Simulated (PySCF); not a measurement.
## From computed data to an observable: chemical shift, span and skew from a shielding tensor

C6H3MnO5, SMILES [C-](#[O+])->[Mn]([CH3])(<-[C-]#[O+])(<-[C-]#[O+])(<-[C-]#[O+])<-[C-]#[O+], multiplicity 1. Atoms are numbered in the order given.

```xyz
15

Mn    -0.0055     0.0154     0.0090
O      1.6789    -0.7288     2.3733
C      1.0248    -0.4184     1.4894
O      2.3339     1.4991    -1.1346
C      1.4311     0.9622    -0.6850
O     -1.3680     0.1978    -2.6555
C     -0.8655     0.1560    -1.6303
O     -2.0264    -2.0289     0.8610
C     -1.2738    -1.2266     0.5525
O     -1.3407     2.3698     1.2525
C     -0.8249     1.4643     0.7749
C      0.9410    -1.7290    -0.9239
H      1.4446    -2.3460    -0.1674
H      1.6857    -1.4130    -1.6669
H      0.1891    -2.3493    -1.4309
```
Charge 0, spin multiplicity 1.

Geometry: B3LYP-D3(BJ)/def2-SVP. The spin state was assumed, not searched. The isomer is the one that the SMILES or the coordinates give; other isomers of the formula were not compared.

GIAO shieldings from KT2/pcSseg-1 run with PySCF, non-relativistic, no solvent. The symmetric part of the tensor of C12 has the principal values 185.3, 194.0, 194.6 ppm. The same nucleus in TMS has σ = 185.1 ppm at this level (PySCF, at its B3LYP-D3(BJ)/def2-TZVP geometry).

Q: Work out the isotropic shielding, the ¹³C shift against TMS, the span and the skew.

A: 
σ(iso) = (σ11 + σ22 + σ33)/3 = 191.3 ppm. δ = σ(ref) − σ(iso) = 185.1 − (191.3) = -6.2 ppm.
Span Ω = σ33 − σ11 = 9.3 ppm. Skew κ = 3(σ(iso) − σ22)/Ω = -0.87. Tumbling in solution averages the tensor to δ; in a static solid the shielding alone would spread this spin-1/2 line over Ω.
